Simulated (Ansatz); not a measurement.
A further run on SbH2Me (CH₅Sb).

```yaml
crystal:
  periodic: [false, false, false]
  atoms:
    - {symbol: Sb, position_ang: [0.485799, 0.852212, 0.993440]}
    - {symbol: H, position_ang: [1.912226, 0.869485, 0.048617]}
    - {symbol: H, position_ang: [-0.205978, 2.091711, 0.038004]}
    - {symbol: C, position_ang: [-0.430181, -0.747155, -0.136775]}
    - {symbol: H, position_ang: [0.059148, -1.684936, 0.125855]}
    - {symbol: H, position_ang: [-0.337802, -0.570954, -1.206129]}
    - {symbol: H, position_ang: [-1.483212, -0.810363, 0.136988]}
basis:
  gaussian: {orbitals: def2-SVPD, nuclear_model: gaussian}
hamiltonian: {xc: {name: B97M-V}}
scf: {omitted_lower_state_checks: [starts]}
output: {forces: true}
```

```sh
$ ansatz run in.yaml --threads 4 --pin off --events-out ev --progress --plain --max-ram 3916MiB
```

Output, abridged:

```
Functional definition: B97M-V
853 factors; their error is unknown
mean field evaluation 1: about -7649.2894 eV, gradient 4.5e1 eV
mean field evaluation 2: about -7640.1008 eV, gradient 6.6e1 eV
mean field evaluation 4: about -7654.6810 eV, gradient 2.5e0 eV
mean field evaluation 8: about -7654.7075 eV, gradient 2.8e-2 eV
mean field evaluation 16: about -7654.6860 eV, gradient 3.8e-5 eV
mean field -7654.68602045 eV, -281.3045227189 hartree, gradient 3.2e-6 eV, S^2 0.000000; 0 other end points of the search recorded, 0 dependent functions left out
reference -7654.68607400 eV, -281.3045246870 hartree; 17, 17 occupied and 75, 75 virtual orbitals, 853 factors
Total energy: -7654.68607400 eV, -281.3045246870 hartree
Atom 0 at     0.485799     0.852212     0.993440 Å, force     0.030262     0.055138     0.415789 eV/Å
Atom 1 at     1.912226     0.869485     0.048617 Å, force     0.182385     0.000208    -0.128360 eV/Å
Atom 2 at    -0.205978     2.091711     0.038004 Å, force    -0.090909     0.157249    -0.128570 eV/Å
Atom 3 at    -0.430181    -0.747155    -0.136775 Å, force     0.029278     0.052277     0.036836 eV/Å
Atom 4 at     0.059148    -1.684936     0.125855 Å, force     0.010902    -0.150833    -0.017746 eV/Å
Atom 5 at    -0.337802    -0.570954    -1.206129 Å, force    -0.026765    -0.046930    -0.160160 eV/Å
Atom 6 at    -1.483212    -0.810363     0.136988 Å, force    -0.135154    -0.067110    -0.017789 eV/Å
Dipole moment:    -0.079025    -0.136956     0.000232 e Å
Checks for a lower state left out: starts
```

Run time 2.7 s (4 threads of Arm Neoverse V1 on a shared host).

In the def2 sets Sb takes a core potential; there is no spin–orbit coupling.
